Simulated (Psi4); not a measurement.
C₅H₁₂OSi, singlet, at a GFN2-xTB geometry, atoms displaced at random by about 0.08 Å a coordinate; TPSS/STO-3G, gradient in Psi4.

Here is a job for Psi4.
```
memory 2 GB

molecule mol {
0 1
  C    -1.047397   -2.023004    1.374177
  C    -0.958650   -0.669982    1.195794
  Si   -0.329013    0.278637   -0.287131
  C    -0.353063    2.181619   -0.208820
  O    -1.219013    0.060893   -1.716433
  C     1.580934   -0.396560   -0.717543
  C     2.421269    0.061058    0.454978
  H    -1.366446   -2.430364    2.185636
  H    -0.675513   -2.524244    0.624934
  H    -1.339710   -0.005522    2.088100
  H    -1.248907    2.492933    0.042308
  H     0.092541    2.639450   -0.776565
  H     0.333032    2.418289    0.738569
  H    -1.517363   -1.005695   -1.956081
  H     1.800501    0.054167   -1.671548
  H     1.524338   -1.304894   -0.823767
  H     2.506853    1.040672    0.689760
  H     2.053414   -0.579121    1.392509
  H     3.398992   -0.548106    0.087674
symmetry c1
no_reorient
no_com
}

set basis sto-3g
set reference rks

gradient('tpss')
print_variables()
```

What the program printed (banner, timings and long lists left out):

```
gradient() will perform analytic gradient computation.

   => Loading Basis Set <=

    Name: STO-3G
    Role: ORBITAL
    Keyword: BASIS

         ---------------------------------------------------------
                                   SCF
               by Justin Turney, Rob Parrish, Andy Simmonett
                          and Daniel G. A. Smith
                              RKS Reference
         ---------------------------------------------------------

  ==> Geometry <==

    Molecular point group: c1
    Full point group: C1

    Geometry (in Angstrom), charge = 0, multiplicity = 1:

       Center              X                  Y                   Z               Mass
    ------------   -----------------  -----------------  -----------------  -----------------
         C           -1.047397000000    -2.023004000000     1.374177000000    12.000000000000
         C           -0.958650000000    -0.669982000000     1.195794000000    12.000000000000
         SI          -0.329013000000     0.278637000000    -0.287131000000    27.976926534650
         C           -0.353063000000     2.181619000000    -0.208820000000    12.000000000000
         O           -1.219013000000     0.060893000000    -1.716433000000    15.994914619570
         C            1.580934000000    -0.396560000000    -0.717543000000    12.000000000000
         C            2.421269000000     0.061058000000     0.454978000000    12.000000000000
         H           -1.366446000000    -2.430364000000     2.185636000000     1.007825032230
         H           -0.675513000000    -2.524244000000     0.624934000000     1.007825032230
         H           -1.339710000000    -0.005522000000     2.088100000000     1.007825032230
         H           -1.248907000000     2.492933000000     0.042308000000     1.007825032230
         H            0.092541000000     2.639450000000    -0.776565000000     1.007825032230
         H            0.333032000000     2.418289000000     0.738569000000     1.007825032230
         H           -1.517363000000    -1.005695000000    -1.956081000000     1.007825032230
         H            1.800501000000     0.054167000000    -1.671548000000     1.007825032230
         H            1.524338000000    -1.304894000000    -0.823767000000     1.007825032230
         H            2.506853000000     1.040672000000     0.689760000000     1.007825032230
         H            2.053414000000    -0.579121000000     1.392509000000     1.007825032230
         H            3.398992000000    -0.548106000000     0.087674000000     1.007825032230

  Running in c1 symmetry.

  Rotational constants: A =      0.06542  B =      0.06008  C =      0.04425 [cm^-1]
  Rotational constants: A =   1961.29329  B =   1801.14859  C =   1326.54664 [MHz]
  Nuclear repulsion =  380.010727206439299

  Charge       = 0
  Multiplicity = 1
  Electrons    = 64
  Nalpha       = 32
  Nbeta        = 32

  ==> Algorithm <==

  SCF Algorithm Type is DF.
  DIIS enabled.
  MOM disabled.
  Fractional occupation disabled.
  Guess Type is SAD.
  Energy threshold   = 1.00e-08
  Density threshold  = 1.00e-08
  Integral threshold = 1.00e-12

  ==> Primary Basis <==

  Basis Set: STO-3G
    Blend: STO-3G
    Number of shells: 35
    Number of basis functions: 51
    Number of Cartesian functions: 51
    Spherical Harmonics?: true
    Max angular momentum: 1

  ==> DFT Potential <==

   => LibXC <=

    Version 7.1.2
    S. Lehtola, C. Steigemann, M. J. T. Oliveira, and M. A. L. Marques,  SoftwareX 7, 1–5 (2018) (10.1016/j.softx.2017.11.002)

   => Composite Functional: TPSS <=

    TPSS Meta-GGA XC Functional

    J. Tao, et al., Phys. Rev. Lett., 91, 146401, 2003

    Deriv               =              1
    GGA                 =           TRUE
    Meta                =           TRUE

    Exchange Hybrid     =          FALSE
    MP2 Hybrid          =          FALSE

   => Exchange Functionals <=

    1.0000   XC_MGGA_X_TPSS

   => Correlation Functionals <=

[...]
  @DF-RKS Final Energy:  -555.60580865779332
    Total Energy =                       -555.6058086577933182
[...]
         H            3.398992000000    -0.548106000000     0.087674000000     1.007825032230

  Nuclear repulsion =  380.010727206439299

  ==> Basis Set <==

  Basis Set: STO-3G
    Blend: STO-3G
    Number of shells: 35
    Number of basis functions: 51
    Number of Cartesian functions: 51
    Spherical Harmonics?: true
    Max angular momentum: 1

  ==> DFJKGrad: Density-Fitted SCF Gradients <==

    Gradient:                    1
    J tasked:                  Yes
    K tasked:                   No
    wK tasked:                  No
    Integrals threads:           1
    Schwarz Cutoff:          1E-12
    Fitting Condition:       1E-10

   => Auxiliary Basis Set <=

  Basis Set: (STO-3G AUX)
    Blend: DEF2-UNIVERSAL-JKFIT
    Number of shells: 260
    Number of basis functions: 796
    Number of Cartesian functions: 933
    Spherical Harmonics?: true
    Max angular momentum: 4

  ==> DFT Potential <==

   => LibXC <=

    Version 7.1.2
    S. Lehtola, C. Steigemann, M. J. T. Oliveira, and M. A. L. Marques,  SoftwareX 7, 1–5 (2018) (10.1016/j.softx.2017.11.002)

   => Composite Functional: TPSS <=

    TPSS Meta-GGA XC Functional

    J. Tao, et al., Phys. Rev. Lett., 91, 146401, 2003

    Deriv               =              1
    GGA                 =           TRUE
    Meta                =           TRUE

    Exchange Hybrid     =          FALSE
    MP2 Hybrid          =          FALSE

   => Exchange Functionals <=

    1.0000   XC_MGGA_X_TPSS

   => Correlation Functionals <=

    1.0000   XC_MGGA_C_TPSS

   => LibXC Density Thresholds  <==

    XC_MGGA_C_TPSS:  1.00E-15
    XC_MGGA_X_TPSS:  1.00E-15

   => Molecular Quadrature <=

    Radial Scheme          =       TREUTLER
    Pruning Scheme         =           NONE
    Nuclear Scheme         =       TREUTLER

    Blocking Scheme        =         OCTREE
    BS radius alpha        =              1
    Pruning alpha          =              1
    Radial Points          =             75
    Spherical Points       =            302
    Total Points           =         399811
    Total Blocks           =           2943
    Max Points             =            256
    Max Functions          =             47
    Weights Tolerance      =       1.00E-15

  -Total Gradient:
     Atom            X                  Y                   Z
    ------   -----------------  -----------------  -----------------
       1       -0.017577702836    -0.176423595889     0.050102944504
       2        0.026235921107    -0.016383298400    -0.058158705112
       3       -0.047649747885     0.022691393767     0.040293643241
       4        0.032629613611     0.243786803886    -0.309032724629
       5        0.039753634635     0.051962500708     0.037838850613
       6        0.093206504113    -0.265302649977    -0.037028742760
       7       -0.048332424163     0.196941126413     0.000963702424
       8        0.052432428741     0.069261348713    -0.127814194391
       9       -0.045164475516     0.089144370704     0.096329224352
      10       -0.012327833300     0.024633274409     0.031389061213
      11        0.112602867137    -0.047550965136    -0.021043480124
      12       -0.179953016437    -0.195051532404     0.279531046719
      13        0.036425061459     0.011866118857     0.030741301932
      14       -0.026149465969    -0.060050790765    -0.029072895888
      15       -0.013468675474    -0.011387744543     0.013605993781
      16        0.006012297185     0.237596272427     0.018975942471
      17       -0.013038633342    -0.088153612985    -0.012288850026
      18       -0.017060296108    -0.036214293470     0.035510243594
      19        0.021389249195    -0.051362755874    -0.041012520517

  Variable Map:
  ----------------------------------------------------------------------------
[...]
  Array Variable Map:
  ----------------------------------------------------------------------------
[...]
[...]
```
